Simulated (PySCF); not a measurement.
## Shapes and spin states of CoOBr

Computed with PBE0/[Co def2-TZVP, O def2-TZVP, Br def2-TZVP], no relativity, density fitting, PySCF.

Relaxations began from a few typed shapes and spin states; open shells are unrestricted. The search is not exhaustive: other isomers or separated fragments can lie lower, and high-lying points may rest on an excited occupation.

Problem. Which is the lowest minimum found?
A. quintet C∞v: Co–Br 2.265 Å, Co–O 1.621 Å; Br–Co–O 180.0°
B. singlet (closed shell, unstable to spin polarisation) C∞v: Co–Br 2.175 Å, Co–O 1.561 Å; Br–Co–O 180.0°
C. broken-symmetry Ms = 1 (⟨S²⟩ 2.95) Cs: Co–Br 2.263 Å, Co–O 1.734 Å; Br–Co–O 178.1°
D. quintet C∞v: Co–Br 2.265 Å, Co–O 1.621 Å; Br–Co–O 180.0°
E. broken-symmetry Ms = 1 (⟨S²⟩ 2.84) C∞v: Co–Br 2.225 Å, Co–O 1.754 Å; Br–Co–O 180.0°
F. singlet (closed shell, unstable to spin polarisation) Cs: Co–Br 2.165 Å, Co–O 1.544 Å; Br–Co–O 135.9°

Solution. A. The others lie at 0.2 (quintet C∞v), 58.6 (broken-symmetry Ms = 1 Cs), 65.2 (broken-symmetry Ms = 1 C∞v), 198.1 (singlet Cs), 211.8 (singlet C∞v, a saddle point) kJ/mol above it.

Formally Co is in oxidation state +3, d6, with 4 unpaired electrons (the high-spin count). The Mulliken spin on Co is 2.83. The polar-tensor charge on Co, 1.03, is far below the formal one.

For the lowest minimum: open d and f shells are described by one determinant, and the ground state may have another occupation or spin.

The electron or spin density has lower symmetry than the nuclear frame for the broken-symmetry Ms = 1 (⟨S²⟩ 2.84) C∞v at 65.2 kJ/mol.
